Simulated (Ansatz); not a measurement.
```yaml
crystal:
  periodic: [false, false, false]
  atoms:
    - {symbol: Ge, position_ang: [-0.699800, -0.696490, 2.104094]}
    - {symbol: Ge, position_ang: [2.101784, -0.702980, -0.700354]}
    - {symbol: Ge, position_ang: [-0.697971, 2.103028, -0.701816]}
    - {symbol: Ge, position_ang: [-2.102123, 0.702671, 0.699641]}
    - {symbol: Ge, position_ang: [0.699421, 0.696824, -2.104128]}
    - {symbol: Ge, position_ang: [0.698476, -2.102663, 0.702627]}
    - {symbol: H, position_ang: [-1.562178, -1.556354, 3.051484]}
    - {symbol: H, position_ang: [0.204730, 0.207426, 2.967636]}
    - {symbol: H, position_ang: [3.045911, -1.567235, -1.561938]}
    - {symbol: H, position_ang: [2.968797, 0.200710, 0.201100]}
    - {symbol: H, position_ang: [-1.558964, 3.049532, -1.564038]}
    - {symbol: H, position_ang: [0.207170, 2.967502, 0.200588]}
    - {symbol: H, position_ang: [-2.967735, -0.201373, -0.202796]}
    - {symbol: H, position_ang: [-3.047589, 1.566124, 1.560569]}
    - {symbol: H, position_ang: [-0.205675, -0.206734, -2.967462]}
    - {symbol: H, position_ang: [1.561770, 1.556478, -3.051750]}
    - {symbol: H, position_ang: [-0.206213, -2.968502, -0.198941]}
    - {symbol: H, position_ang: [1.560198, -3.047943, 1.565495]}
basis:
  gaussian: {orbitals: def2-SVP}
total_charge: 1
magnetization: {spin_polarized: true, initial_magnetization: 1}
hamiltonian: {xc: pbe0, dispersion: d4}
scf: {omitted_lower_state_checks: [starts]}
output: {orbitals: {seedname: orbitals}}
```

```sh
$ ansatz run in.yaml --threads 4 --pin off --events-out ev --progress --plain --max-ram 4787MiB
```

Q: Does this run fit into the memory that it is given?

A: No. It has 252 basis functions, and Ansatz plans for 5.10 GiB where 4.67 GiB are given.
